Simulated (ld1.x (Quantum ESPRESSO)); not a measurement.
Transferability test, ultrasoft potential for P

* Element: P (Z = 15)
* Generator: ld1.x (Quantum ESPRESSO) 7.5
* Type: ultrasoft
* Functional: PBE
* Relativity: scalar-relativistic
* Frozen core: [Ne]
* Valence charge: 5
* Reference configuration: 3s2 3p2.5 (charge +0.5)
* Partial waves: 3s (bound): rcut 0.95, rcutus 1.30 bohr; 3s channel at -0.3 Ry: rcut 0.95, rcutus 1.30 bohr; 3p (bound): rcut 1.85, rcutus 1.95 bohr; 3p channel at 2.2 Ry: rcut 1.85, rcutus 1.95 bohr
* Local potential: all-electron potential smoothed inside 1.00 bohr (lloc = -1)
* Core correction: none
* Augmentation charge: built from norm-conserving waves at rcut, not smoothed further

Energies are relative to the spin-unpolarised reference configuration 3s2 3p2.5; without spin polarisation the order of configurations can differ from experiment.

```csv
valence configuration,charge,ΔE all-electron (eV),error AE − PS (meV)
3s2 3p3,0,-3.775,+7.9
3s2 3p1,+2,25.102,+72
3s2 3p3.3,-0.3,-5.082,+18
3s1 3p0,+4,106.846,+145
3s1 3p3,+1,15.075,+43
```

(1) What are ΔE and the potential's error for 3s2 3p2?

(2) What are ΔE and the potential's error for 3s2 3p0?

Levels in the configuration 3s2 3p3.3:

```tsv
level	all-electron (eV)	pseudo (eV)
3s	-11.527	-11.563
3p	-3.237	-3.274
```

A Bessel basis up to 400 Ry misses an occupied level by 0.31 Ry, so cutoffs were not judged. Note: ghost state, extra bound levels that the all-electron valence spectrum of the same l lacks: s at -68.7 eV (other channels not judged).

Answers

(1) ΔE = 5.955 eV all-electron; the error (AE − PS) is +8.1 meV.

(2) ΔE = 54.841 eV all-electron; the error (AE − PS) is +45 meV.
